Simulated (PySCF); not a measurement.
**Working out the ionisation energy of S²⁺**

S²⁺ [Ne] 3s2 3p2 (3P) → S³⁺ [Ne] 3s2 3p1 (2P). All numbers are calculated (PySCF 2.14, scalar relativity by spin-free X2C-1e, in dyall-av3z (19s12p3d2f, 84 functions)). Frozen: [Ne]; the 26 highest virtual orbitals dropped. Energies in hartree (1 hartree = 27.21139 eV):

```tsv
part	S²⁺ (lower)	S³⁺ (upper)
UHF	-397.424033	-396.168926
CCSD correlation	-0.089994	-0.070824
(T)	-0.002149	-0.001005
```

What does Hartree-Fock give?

(-396.168926) − (-397.424033) = 1.255107 hartree = 34.153 eV.

What do CCSD and CCSD(T) give?

The CCSD correlation energies differ by 0.019170 hartree = 0.522 eV and the triples by 0.001144 hartree = 0.031 eV, so CCSD gives 34.675 eV and CCSD(T) 34.706 eV.

A first-order spin-orbit estimate adds -0.009 eV to CCSD(T) (valence), giving 34.697 eV against 34.86 ± 0.04 eV (semi-empirical (NIST evaluation); NIST Atomic Spectra Database, ionization energies).

What remains against the reference includes basis incompleteness, the frozen core and higher excitations.
